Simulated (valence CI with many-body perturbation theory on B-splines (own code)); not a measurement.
Values are calculated unless marked as measured or tabulated.
Br¹³⁺: magnetic and hyperfine properties of the levels

Method: relativistic CI+MBPT: four valence electrons over a frozen Dirac-Fock core [Ar], radial functions for each j: 7 s, 7 p, 8 d, 6 f, 4 g, 1 h, with the one-electron correlation potential Σ1, the two-electron term Σ2, the three-electron term Σ3, Breit, model QED; selected CI, second order for the rest, scaled by the run's own slope (own B-spline code, finite nucleus).

No measured levels were compared; by estimate terms of the open shell hold to 2 to 4 % of their energy, and close levels can change places. The list stops below the first excitations out of the core. Only levels of the ground parity were solved; by the run's estimate the other parity begins above the list, which can be wrong where configurations are misplaced.

A/g_I is the dipole constant over the nuclear g factor μ/I (μ in nuclear magnetons, uniformly magnetised nucleus), B/Q the quadrupole constant per barn. Both hold the static response of the core; the bare values leave it out. Large factors of s and p1/2 electrons are usually good to 5 to 10 %; those of open d and f shells near neutrality can be off by tens of per cent, and small factors of p3/2, d and f electrons come from cancelling terms and can be off by a factor of two or in sign, in half-filled shells by more. B is blank for J = 1/2, where it vanishes, and for nearly pure S terms. Energies count from the lowest level. Levels with J = 0 are left out.

Names give the largest LS component (configuration and term), which can be under half, so a name can repeat, a term be missing and a line seem to break the LS rules; names also repeat where a configuration has a term twice. Letters in brackets count levels of one name in rising energy.

```csv
Level,E (cm⁻¹),g,A/g_I (MHz),A/g_I bare,B/Q (MHz/b),B/Q bare
3d⁴ ⁵D_1,1886,1.499,233,481,1410,1450
3d⁴ ⁵D_2,4786,1.497,672,919,897,924
3d⁴ ⁵D_3,8182,1.495,1140,1380,-988,-1020
3d⁴ ⁵D_4,11814,1.492,1580,1830,-4110,-4240
3d⁴ ³H_4,52075,0.878,3310,3280,2090,2160
3d⁴ ³P_1 [a],56479,1.479,1320,1550,-203,-214
3d⁴ ³H_5,56514,1.050,2810,2860,2530,2620
3d⁴ ³H_6,59435,1.157,2710,2810,2140,2210
3d⁴ ³F_3 [a],59574,0.948,3190,3190,175,181
3d⁴ ³F_2 [a],60762,0.682,3810,3690,-170,-177
3d⁴ ³F_4 [a],62705,1.132,2440,2520,-370,-381
3d⁴ ³P_2 [a],67383,1.469,1540,1770,59.5,58.2
3d⁴ ³G_3,70067,0.891,3030,3000,-832,-863
3d⁴ ³G_4,70429,1.071,2850,2910,-1110,-1150
3d⁴ ³G_5,73848,1.180,2350,2460,-1580,-1640
3d⁴ ³D_3,82623,1.322,2050,2220,619,645
3d⁴ ³D_2,84047,1.167,2480,2580,921,955
3d⁴ ¹I_6,84700,1.007,2950,2980,4030,4160
3d⁴ ³D_1,86161,0.522,4350,4160,549,569
3d⁴ ¹G_4 [a],89385,1.022,2590,2630,-1610,-1660
3d⁴ ¹D_2 [a],106120,1.016,2970,3000,2060,2130
3d⁴ ¹F_3,116660,1.010,2860,2890,4770,4910
3d⁴ ³P_2 [b],134370,1.481,1430,1680,1040,1080
3d⁴ ³F_4 [b],137290,1.240,2010,2140,4340,4480
3d⁴ ³F_2 [b],138840,0.679,4300,4180,3500,3610
3d⁴ ³F_3 [b],140070,1.078,2860,2920,3700,3820
3d⁴ ³P_1 [b],142790,1.497,410,658,-949,-980
3d⁴ ¹G_4 [b],156680,1.007,3050,3080,1760,1820
3d⁴ ¹D_2 [b],204190,0.999,2950,2980,-4860,-5010
```

**Question.** Take the isotope of mass number 79, with I = 3/2, μ = 2.1046 μN and Q = 0.3087 b. What is the hyperfine structure of 3d⁴ ⁵D_4?

**Answer.** From the table A = 2220 MHz, B = -1270 MHz. Shifts from the centre of gravity in MHz: F = 5/2: -17300, F = 7/2: -8630, F = 9/2: 1670, F = 11/2: 13000.
